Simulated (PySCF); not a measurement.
VCl5: from structure and modes to constants

These are results of PBE0 in PySCF with V def2-SVP, Cl def2-SVP; no relativity; density-fitted integrals, not measurements.

The singlet minimum has D3h symmetry. Masses (u): V 50.94396, Cl 34.96885.

```xyz
6
charge 0 multiplicity 1, angstrom
V     0.0000    0.0000    0.0000
Cl    0.0000    0.0000    2.1944
Cl    0.0000    0.0000   -2.1944
Cl    2.1434    0.0000    0.0000
Cl   -1.0717    1.8563    0.0000
Cl   -1.0717   -1.8563    0.0000
```

Harmonic wavenumbers (cm⁻¹): 46.0 (e', ×2), 177.1 (e', ×2), 215.3 (e'', ×2), 221.3 (a2'', ×1), 287.7 (a1', ×1), 387.7 (a1', ×1), 438.7 (a2'', ×1), 460.7 (e', ×2).

Task: Find the principal moments of inertia and the rotational constants. What kind of rotor is it?

Result: About the centre of mass I = 481.97, 577.75, 577.75 u Å². With B = 16.8576/I this gives 0.03498, 0.02918, 0.02918 cm⁻¹. The molecule is a prolate symmetric top.

Task: What is the harmonic zero-point energy?

Result: Half the sum of all 12 wavenumbers, 3134/2 = 1567 cm⁻¹, which is 18.7 kJ/mol (1 cm⁻¹ = 0.0119627 kJ/mol).

Task: Find the vibrational entropy and heat capacity at 298.15 K.

Result: With u = 1.43878 ω/T, each mode gives S = R[u/(eᵘ−1) − ln(1−e⁻ᵘ)] and C = R u² eᵘ/(eᵘ−1)².
```csv
ω (cm⁻¹),u,S (J/(mol K)),C (J/(mol K))
46.0 (×2),0.222,20.85,8.28
177.1 (×2),0.855,9.87,7.83
215.3 (×2),1.039,8.36,7.61
221.3,1.068,8.15,7.57
287.7,1.388,6.22,7.10
387.7,1.871,4.22,6.26
438.7,2.117,3.48,5.80
460.7 (×2),2.223,3.20,5.60
```
The sums over all modes are S = 106.6 and C = 85.3 J/(mol K); the softest mode gives 20 % of the entropy (each member, where degenerate).

Task: Give the standard entropy (298.15 K, 1 bar) by its translational, rotational, vibrational and spin parts, and Cp.

Result: Sackur–Tetrode with M = 225.79 u gives 176.4; rotation with symmetry number 6 gives 112.2; vibration 106.6; spin R ln 1 = 0.0. The total is 395.2 J/(mol K), and Cp = 4 R + 85.3 = 118.6 J/(mol K).

This need not be the most stable arrangement of these atoms.
